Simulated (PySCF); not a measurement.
## Dipole response of Fe (iron, neutral)

[Ar] 3d6 4s2, high-spin 5D determinant. All numbers are calculated (PySCF 2.14, the spin-free X2C one-electron Hamiltonian (Gaussian nucleus), in aug-cc-pVTZ-DK). Coupled (time-dependent) response in atomic units; α is the mean over directions.

```
method  mean α (bohr³)         α xx, yy, zz  C₆ (like pair)  S(−4)
   UHF           81.96  81.00, 81.00, 83.89           778.6   5914
   PBE           60.57  59.87, 59.87, 61.96           534.7   2055
  PBE0           64.21  63.51, 63.51, 65.62           577.8   2335
```

S(−4) is the Cauchy moment in α(ω) = α(0) + S(−4) ω² + …

Reference α: 62 ± 4 bohr³ (recommended; Schwerdtfeger and Nagle, table of static dipole polarizabilities (2023 update)). Published C₆: 482.0 (Chu and Dalgarno (2004); Tang, Norbeck and Certain (1976)).

Hartree-Fock lies above the reference because it lacks correlation, which contracts the outer shell.

α(iu) at UHF:

```tsv
u (hartree)	α(iu) (bohr³)
0	81.96
0.0500	71.66
0.100	55.48
0.200	31.20
0.300	19.07
0.500	9.505
0.750	5.463
1.00	3.736
1.50	2.213
2.00	1.521
3.00	0.8767
5.00	0.4114
```

The components differ because the open shell of this determinant is not spherical; for a pure term their mean is the scalar polarisability.
